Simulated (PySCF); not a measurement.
C$_{2}$HF$_{2}$O$_{2}$, doublet, at a GFN2-xTB geometry; PySCF with M062X/cc-pVDZ.

Input for PySCF:
```python
from pyscf import gto, scf, dft

mol = gto.Mole()
mol.atom = '''
    O     1.009084    1.501552    0.035435
    C     0.711607    0.326328    0.040603
    O     1.602559   -0.678309    0.121562
    C    -0.634841   -0.161430   -0.038988
    F    -1.680966    0.626445   -0.125696
    F    -0.969480   -1.433201   -0.034245
    H     2.500271   -0.314525    0.173805
'''
mol.basis = 'cc-pvdz'
mol.charge = 0
mol.spin = 1
mol.verbose = 4
mol.build()

mf = dft.UKS(mol)
mf.xc = 'm062x'
mf.kernel()
mf.analyze()
```

Task: Write the output that PySCF gives for this input, abridged.

Result: 
```
PySCF version 2.14.0

[INPUT] verbose = 4
[INPUT] num. atoms = 7
[INPUT] num. electrons = 47
[INPUT] charge = 0
[INPUT] spin (= nelec alpha-beta = 2S) = 1
[INPUT] symmetry False subgroup None
[INPUT] Mole.unit = angstrom
[INPUT] Symbol           X                Y                Z      unit          X                Y                Z       unit  Magmom
[...]
nuclear repulsion = 237.110028882143
number of shells = 33
number of NR pGTOs = 163
number of NR cGTOs = 89
basis = cc-pvdz
ecp = {}

******** <class 'pyscf.dft.uks.UKS'> ********
method = UKS
initial guess = minao
damping factor = 0
level_shift factor = 0
DIIS = <class 'pyscf.scf.diis.CDIIS'>
diis_start_cycle = 1
diis_space = 8
diis_damp = 0
SCF conv_tol = 1e-09
SCF conv_tol_grad = None
SCF max_cycles = 50
direct_scf = True
direct_scf_tol = 1e-13
number electrons alpha = 24  beta = 23
XC library pyscf.dft.libxc version 7.1.2
    S. Lehtola, C. Steigemann, M. J. T. Oliveira, and M. A. L. Marques,  SoftwareX 7, 1–5 (2018)
XC functionals = m062x
    Y. Zhao and D. G. Truhlar,  Theor. Chem. Acc. 120, 215 (2008)
    Y. Zhao and D. G. Truhlar,  Theor. Chem. Acc. 120, 215 (2008)
radial grids:
    Treutler-Ahlrichs [JCP 102, 346 (1995); DOI:10.1063/1.469408] (M4) radial grids

becke partition: Becke, JCP 88, 2547 (1988); DOI:10.1063/1.454033
pruning grids: <function nwchem_prune>
grids dens level: 3
symmetrized grids: False
atomic radii adjust function: <function treutler_atomic_radii_adjust>
small_rho_cutoff = 0
Set gradient conv threshold to 3.16228e-05
tot grids = 94736
init E= -427.892132535592

cycle= 1 E= -426.50097390515  delta_E= 1.39  |g|= 0.811  |ddm|= 1.95
cycle= 2 E= -426.144679945782  delta_E= 0.356  |g|= 1.29  |ddm|= 1.52
cycle= 3 E= -426.763735301958  delta_E= -0.619  |g|= 0.165  |ddm|= 0.989
cycle= 4 E= -426.77268781521  delta_E= -0.00895  |g|= 0.0805  |ddm|= 0.159
cycle= 5 E= -426.77542202608  delta_E= -0.00273  |g|= 0.0135  |ddm|= 0.0634
cycle= 6 E= -426.77565598044  delta_E= -0.000234  |g|= 0.00615  |ddm|= 0.0253
cycle= 7 E= -426.775713470318  delta_E= -5.75e-05  |g|= 0.0028  |ddm|= 0.017
cycle= 8 E= -426.775719609376  delta_E= -6.14e-06  |g|= 0.000921  |ddm|= 0.00384
cycle= 9 E= -426.775721038216  delta_E= -1.43e-06  |g|= 0.000496  |ddm|= 0.00198
cycle= 10 E= -426.775721440776  delta_E= -4.03e-07  |g|= 0.000268  |ddm|= 0.00107
cycle= 11 E= -426.775721595416  delta_E= -1.55e-07  |g|= 0.000108  |ddm|= 0.000823
cycle= 12 E= -426.775721616749  delta_E= -2.13e-08  |g|= 6.64e-05  |ddm|= 0.00033
cycle= 13 E= -426.775721621514  delta_E= -4.76e-09  |g|= 1.55e-05  |ddm|= 0.000143
cycle= 14 E= -426.775721621833  delta_E= -3.19e-10  |g|= 1.01e-05  |ddm|= 4.06e-05
Extra cycle  E= -426.775721621842  delta_E= -9.21e-12  |g|= 1.13e-05  |ddm|= 1.32e-05
converged SCF energy = -426.775721621842  <S^2> = 0.75951584  2S+1 = 2.0094933
**** SCF Summaries ****
Total Energy =                        -426.775721621841740
Nuclear Repulsion Energy =             237.110028882143212
One-electron Energy =                -1059.015566085031651
Two-electron Energy =                  395.129815581046728
Two-electron Coulomb Energy =          444.333401780207623
DFT Exchange-Correlation Energy =      -49.203586199160902
**** MO energy ****
                             alpha | beta                alpha | beta
[...]
To work with the spin densities directly, `use mulliken_meta_spin()` only printing them here.

 ** Mulliken spin pop alpha/beta on meta-lowdin orthogonal AOs **
 ** Mulliken Spin Density (per AO)  **
spin_pop of  0 O 1s       -0.00000
spin_pop of  0 O 2s        0.00260
spin_pop of  0 O 3s       -0.00013
spin_pop of  0 O 2px       0.00022
spin_pop of  0 O 2py       0.00218
spin_pop of  0 O 2pz       0.20515
spin_pop of  0 O 3px      -0.00013
spin_pop of  0 O 3py       0.00005
spin_pop of  0 O 3pz       0.00071
spin_pop of  0 O 3dxy     -0.00001
spin_pop of  0 O 3dyz      0.00001
spin_pop of  0 O 3dz^2     0.00002
spin_pop of  0 O 3dxz     -0.00001
spin_pop of  0 O 3dx2-y2    0.00000
spin_pop of  1 C 1s       -0.00000
spin_pop of  1 C 2s       -0.00910
spin_pop of  1 C 3s        0.00002
spin_pop of  1 C 2px      -0.01342
spin_pop of  1 C 2py      -0.00320
spin_pop of  1 C 2pz      -0.00800
spin_pop of  1 C 3px      -0.00024
spin_pop of  1 C 3py      -0.00026
spin_pop of  1 C 3pz       0.00043
spin_pop of  1 C 3dxy     -0.00020
spin_pop of  1 C 3dyz      0.00065
spin_pop of  1 C 3dz^2    -0.00002
spin_pop of  1 C 3dxz      0.00256
spin_pop of  1 C 3dx2-y2   -0.00013
spin_pop of  2 O 1s       -0.00000
spin_pop of  2 O 2s       -0.00042
spin_pop of  2 O 3s       -0.00003
spin_pop of  2 O 2px      -0.00024
spin_pop of  2 O 2py      -0.00049
spin_pop of  2 O 2pz       0.01923
spin_pop of  2 O 3px       0.00000
spin_pop of  2 O 3py      -0.00002
spin_pop of  2 O 3pz      -0.00004
spin_pop of  2 O 3dxy     -0.00000
spin_pop of  2 O 3dyz      0.00002
spin_pop of  2 O 3dz^2    -0.00001
spin_pop of  2 O 3dxz      0.00004
spin_pop of  2 O 3dx2-y2   -0.00000
spin_pop of  3 C 1s        0.00000
spin_pop of  3 C 2s        0.03049
spin_pop of  3 C 3s       -0.00004
spin_pop of  3 C 2px       0.01520
spin_pop of  3 C 2py       0.01428
spin_pop of  3 C 2pz       0.61137
spin_pop of  3 C 3px       0.00044
spin_pop of  3 C 3py       0.00062
spin_pop of  3 C 3pz       0.00066
spin_pop of  3 C 3dxy     -0.00003
spin_pop of  3 C 3dyz     -0.00049
spin_pop of  3 C 3dz^2    -0.00026
spin_pop of  3 C 3dxz      0.00114
spin_pop of  3 C 3dx2-y2   -0.00001
spin_pop of  4 F 1s       -0.00000
spin_pop of  4 F 2s        0.00203
spin_pop of  4 F 3s        0.00018
spin_pop of  4 F 2px      -0.01103
spin_pop of  4 F 2py      -0.00653
spin_pop of  4 F 2pz       0.08005
spin_pop of  4 F 3px       0.00006
spin_pop of  4 F 3py       0.00005
spin_pop of  4 F 3pz       0.00084
spin_pop of  4 F 3dxy     -0.00003
spin_pop of  4 F 3dyz     -0.00003
spin_pop of  4 F 3dz^2    -0.00000
spin_pop of  4 F 3dxz     -0.00004
spin_pop of  4 F 3dx2-y2   -0.00001
spin_pop of  5 F 1s       -0.00000
spin_pop of  5 F 2s        0.00205
spin_pop of  5 F 3s        0.00018
spin_pop of  5 F 2px      -0.00172
spin_pop of  5 F 2py      -0.01584
spin_pop of  5 F 2pz       0.07991
spin_pop of  5 F 3px       0.00007
spin_pop of  5 F 3py       0.00004
spin_pop of  5 F 3pz       0.00078
spin_pop of  5 F 3dxy     -0.00001
spin_pop of  5 F 3dyz     -0.00006
spin_pop of  5 F 3dz^2    -0.00000
spin_pop of  5 F 3dxz     -0.00000
spin_pop of  5 F 3dx2-y2   -0.00002
spin_pop of  6 H 1s       -0.00208
spin_pop of  6 H 2s       -0.00013
spin_pop of  6 H 2px       0.00000
spin_pop of  6 H 2py      -0.00000
spin_pop of  6 H 2pz       0.00011
 ** Mulliken Spin Density (per atom)  **
spin density of  0 O =      0.21066
spin density of  1 C =     -0.03090
spin density of  2 O =      0.01804
spin density of  3 C =      0.67337
spin density of  4 F =      0.06555
spin density of  5 F =      0.06538
spin density of  6 H =     -0.00210
 ** Mulliken pop alpha/beta on meta-lowdin orthogonal AOs **
 ** Mulliken pop       alpha | beta **
In total            24.00000 | 23.00000
 ** Mulliken atomic charges   ( Nelec_alpha | Nelec_beta ) **
charge of  0O =     -0.43559  (     4.32313      4.11246 )
charge of  1C =      0.45113  (     2.75899      2.78988 )
charge of  2O =     -0.45614  (     4.23709      4.21905 )
charge of  3C =      0.48745  (     3.09296      2.41959 )
charge of  4F =     -0.19392  (     4.62973      4.56419 )
charge of  5F =     -0.19921  (     4.63230      4.56692 )
charge of  6H =      0.34628  (     0.32581      0.32791 )
Dipole moment(X, Y, Z, Debye):  0.91697, -1.26191,  0.08830
```
